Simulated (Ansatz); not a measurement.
`SC#Cc1ccc(C#Cc2ccc(C#Cc3ccc(C#Cc4ccc(S)cc4)cc3)cc2)cc1` with charge +1. Total charge 1; doublet. Geometry r2SCAN-D4/def2-SVP, that of the neutral singlet; atoms count from 1.

```xyz
52

S   -12.546    7.147   -5.503
C   -11.167    6.468   -4.823
C   -10.177    5.880   -4.402
C    -9.029    5.214   -3.903
C    -8.227    5.806   -2.897
C    -7.104    5.153   -2.410
C    -6.734    3.879   -2.905
C    -5.586    3.213   -2.408
C    -4.593    2.636   -1.978
C    -3.446    1.968   -1.483
C    -3.110    0.670   -1.938
C    -1.987    0.016   -1.454
C    -1.149    0.631   -0.492
C    -0.002   -0.037    0.001
C     0.992   -0.615    0.427
C     2.141   -1.284    0.917
C     3.014   -0.650    1.834
C     4.139   -1.305    2.312
C     4.442   -2.624    1.896
C     5.592   -3.293    2.383
C     6.587   -3.873    2.804
C     7.738   -4.543    3.288
C     8.643   -3.897    4.162
C     9.773   -4.554    4.636
C    10.038   -5.882    4.254
S    11.448   -6.785    4.813
C     9.144   -6.536    3.386
C     8.015   -5.879    2.912
C     3.567   -3.259    0.981
C     2.443   -2.604    0.502
C    -1.486    1.928   -0.036
C    -2.609    2.582   -0.520
C    -7.537    3.288   -3.910
C    -8.660    3.940   -4.398
H   -12.556    8.292   -4.775
H    -8.502    6.789   -2.505
H    -6.492    5.620   -1.635
H    -3.750    0.187   -2.681
H    -1.737   -0.985   -1.812
H     2.790    0.368    2.161
H     4.807   -0.805    3.018
H     8.447   -2.865    4.464
H    10.456   -4.029    5.311
H    11.973   -5.799    5.572
H     9.338   -7.569    3.081
H     7.327   -6.395    2.237
H     3.791   -4.278    0.654
H     1.775   -3.103   -0.204
H    -0.845    2.412    0.706
H    -2.860    3.583   -0.161
H    -7.261    2.305   -4.301
H    -9.272    3.473   -5.174
```

Single mean-field runs in def2-TZVP are fitted with def2-universal-jkfit.

**Question.** Estimate the Mulliken populations of the heavy atoms from the PBE0/def2-TZVP orbitals of Ansatz.

**Answer.** 
| atom | charge (e) | spin (α − β) |
| --- | --- | --- |
| S1 | -0.03 | 0.06 |
| C2 | 0.05 | 0.06 |
| C3 | 0.05 | 0.00 |
| C4 | 0.02 | 0.07 |
| C5 | -0.19 | -0.01 |
| C6 | -0.17 | 0.02 |
| C7 | 0.02 | 0.03 |
| C8 | 0.15 | 0.06 |
| C9 | 0.12 | 0.02 |
| C10 | 0.03 | 0.07 |
| C11 | -0.18 | 0.00 |
| C12 | -0.17 | 0.01 |
| C13 | 0.03 | 0.06 |
| C14 | 0.13 | 0.04 |
| C15 | 0.13 | 0.05 |
| C16 | 0.03 | 0.06 |
| C17 | -0.17 | 0.01 |
| C18 | -0.18 | 0.00 |
| C19 | 0.03 | 0.07 |
| C20 | 0.09 | 0.02 |
| C21 | 0.17 | 0.07 |
| C22 | 0.02 | 0.03 |
| C23 | -0.17 | 0.03 |
| C24 | -0.22 | -0.01 |
| C25 | 0.20 | 0.06 |
| S26 | -0.08 | 0.07 |
| C27 | -0.19 | -0.01 |
| C28 | -0.17 | 0.02 |
| C29 | -0.18 | 0.00 |
| C30 | -0.17 | 0.01 |
| C31 | -0.17 | 0.01 |
| C32 | -0.18 | 0.00 |
| C33 | -0.17 | 0.02 |
| C34 | -0.18 | -0.01 |
Mulliken values depend strongly on the basis.

**Question.** Where does the spin sit?

**Answer.** Summed by element: S 0.13, C 0.89, H -0.02, of 1 unpaired in all. Largest on single atoms: C4 0.07, C19 0.07, S26 0.07.

**Question.** And the Mayer bond orders between heavy atoms (over 0.3)?

**Answer.** S1–C2 1.32 (1.68 Å); C2–C3 2.41 (1.23 Å); C3–C4 1.21 (1.42 Å); C4–C5 1.30 (1.42 Å); C4–C34 1.29 (1.42 Å); C5–C6 1.49 (1.39 Å); C6–C7 1.29 (1.42 Å); C7–C8 1.17 (1.42 Å); C7–C33 1.29 (1.42 Å); C8–C9 2.55 (1.23 Å); C9–C10 1.18 (1.42 Å); C10–C11 1.28 (1.42 Å); C10–C32 1.28 (1.42 Å); C11–C12 1.49 (1.39 Å); C12–C13 1.28 (1.42 Å); C13–C14 1.18 (1.42 Å); C13–C31 1.28 (1.42 Å); C14–C15 2.54 (1.23 Å); C15–C16 1.18 (1.42 Å); C16–C17 1.28 (1.42 Å); C16–C30 1.28 (1.42 Å); C17–C18 1.49 (1.39 Å); C18–C19 1.28 (1.42 Å); C19–C20 1.19 (1.42 Å); C19–C29 1.28 (1.42 Å); C20–C21 2.53 (1.23 Å); C21–C22 1.13 (1.42 Å); C22–C23 1.31 (1.41 Å); C22–C28 1.30 (1.41 Å); C23–C24 1.51 (1.39 Å); C24–C25 1.31 (1.41 Å); C25–S26 1.14 (1.77 Å); C25–C27 1.30 (1.41 Å); C27–C28 1.52 (1.39 Å); C29–C30 1.49 (1.39 Å); C31–C32 1.49 (1.39 Å); C33–C34 1.49 (1.39 Å).
